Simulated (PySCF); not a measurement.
**Simulated absorption spectrum**

Compound: C₅H₁₁NSi.
SMILES: `CC1=C[C@@H]([SiH3])NC1`

Computed with TDDFT B3LYP/def2-SVPD, vertical, gas phase, core orbitals frozen in the response (PySCF 2.14.0, density-fitted response routines). Isolated species at its GFN2-xTB geometry (one conformer only).

Computed states:

| state | E (eV) | f |
| --- | --- | --- |
| S1 | 5.21 | 0.059 |
| S2 | 5.25 | 0.0063 |
| S3 | 5.89 | 0.0001 |
| S4 | 6.06 | 0.0080 |
| S5 | 6.13 | 0.0059 |
| S6 | 6.22 | 0.063 |
| S7 | 6.37 | 0.196 |
| S8 | 6.51 | 0.013 |

Each state is given a Gaussian of 0.25 eV full width at half maximum, with ε(max) = 2.175×10⁸ f / Δν̃ (Δν̃ the width in cm⁻¹). The width is an assumption, not a result. The curve ends short of the highest state used, and states not computed would add to its high-energy end.

(1) Give the broadened spectrum and its maxima.

(2) Coming from long wavelengths, where does ε first pass 100 L mol⁻¹ cm⁻¹?

(3) On this curve, what absorbance would a 10⁻⁵ mol/L sample give at 254 nm over a 1 cm path?

## Answers

(1) 
| E (eV) | ε (L mol⁻¹ cm⁻¹) |
| --- | --- |
| 4.83 | 13 |
| 4.86 | 33 |
| 4.89 | 79 |
| 4.92 | 177 |
| 4.95 | 364 |
| 4.99 | 845 |
| 5.02 | 1447 |
| 5.05 | 2291 |
| 5.08 | 3351 |
| 5.11 | 4528 |
| 5.14 | 5656 |
| 5.17 | 6529 |
| 5.20 | 6967 |
| 5.23 | 6873 |
| 5.26 | 6269 |
| 5.29 | 5288 |
| 5.33 | 3734 |
| 5.36 | 2626 |
| 5.39 | 1709 |
| 5.42 | 1030 |
| 5.45 | 574 |
| 5.48 | 297 |
| 5.51 | 142 |
| 5.54 | 63 |
| 5.57 | 26 |
| 5.60 | 10 |
| 5.64 | 3 |
| 5.67 | 3 |
| 5.70 | 5 |
| 5.73 | 11 |
| 5.76 | 23 |
| 5.79 | 46 |
| 5.82 | 90 |
| 5.85 | 167 |
| 5.88 | 295 |
| 5.91 | 499 |

Maxima: 238 nm (5.21 eV), ε about 7000, made up of S1 (91%) (ε in L mol⁻¹ cm⁻¹; maxima over ε = 5, shares over 10%). At its high-energy end, 5.91 eV, the curve is still rising (ε about 500, from S4, S5 and S6).

(2) At about 253 nm (4.90 eV), 0.31 eV below S1.

(3) 254 nm is 4.881 eV, where ε is about 62 L mol⁻¹ cm⁻¹, so A = ε c l ≈ 0.00062 (Beer–Lambert, with the gas-phase spectrum and the assumed width).
